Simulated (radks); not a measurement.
Species: N II. Configuration: [He] 2s1 2p2 3p1 (not the ground configuration).

Method: scalar-relativistic Kohn-Sham, r2SCAN, spin-unpolarised, spherical densities, finite nucleus; meta-GGA in the generalised Kohn-Sham scheme; Fermi nuclear charge, rms radius 2.5582 fm; computed with a radial shooting solver on a logarithmic mesh with Libxc functionals.

Energy parts (eV):
total: -1435.095
kinetic: 1432.879
electron-nucleus: -3250.878
Hartree: 539.154
exchange-correlation: -156.250

Orbitals (lengths in bohr, moments of r in powers of bohr; r(90%) holds 90 % of the orbital's charge):
orbital  occ.  eigenvalue (eV)    <r^2>  r(90%)
1s          2        -420.8509  0.07080   0.410
2s          1         -42.6460    1.652    1.84
2p          2         -29.9248    1.691    1.93
3p          1          -6.3642    21.99    6.49

The highest occupied level is 3p at -6.364 eV. The density falls to 0.001 e/bohr^3 at r = 4.51 bohr. Summed over all electrons, <r^2> = 27.16 bohr^2, which gives a Langevin (diamagnetic) susceptibility term of -21.5 x 10^-6 cm^3/mol.
